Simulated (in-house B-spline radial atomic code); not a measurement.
The numbers below are computed, except where a source is named.
Correlation energy from the adiabatic connection: −Z/r, Z = 3.71, wall at 7.17 bohr

Two electrons in a singlet, external potential −Z/r, Z = 3.71, wall at 7.17 bohr (atomic units). Full CI in B-splines (partial waves to l = 8, correlation up to 0.6 % small) with the density held fixed gives W(λ) = <V_ee>_λ − U, and E_c is the integral of W(λ) − W(0) from 0 to 1.

| λ | W(λ) − W(0) (hartree) |
| --- | --- |
| 0 | 0.00000 |
| 0.02 | -0.00188 |
| 0.05 | -0.00468 |
| 0.12 | -0.01116 |
| 0.25 | -0.02292 |
| 0.4 | -0.03610 |
| 0.6 | -0.05303 |
| 0.8 | -0.06928 |
| 1 | -0.08489 |

Q: Integrate the table by the trapezoid rule.

A: The strips give -0.00002, -0.00010, -0.00055, -0.00222, -0.00443, -0.00891, -0.01223, -0.01542, which sum to -0.04387 hartree. The direct value, W(1) − W(0) + T_c with T_c = 0.04097, is -0.04392; the curve is convex, so chords lie above it and the trapezoids fall short in size by 0.10 %.

Q: Now use only three numbers: W(0) = -2.0952, the initial slope W'(0) = -0.09423 (extrapolated from the first points) and the strong-coupling limit of the point-charge-plus-continuum model, W∞ = -2.9794. What do second-order theory and the interpolation W(λ) = W∞ + (W(0) − W∞)/√(1 + 2χλ) of Seidl, Perdew and Levy give?

A: Second order keeps the slope alone: E_c = W'(0)/2 = -0.04711, +7 % in size against -0.04392. Matching the slope fixes χ = W'(0)/(W∞ − W(0)) = -0.09423/(-0.88420) = 0.10657. Integrating, with s = √(1 + 2χ) = 1.101427, E_c = −(W(0) − W∞)(s − 1)/(s + 1) = −0.88420 × 0.101427/2.101427 = -0.04268 hartree, -2.8 % in size against the full result. At λ = 1 the formula gives W − W(0) = -0.08142 against -0.08489. Part of the miss can come from the model's W∞.
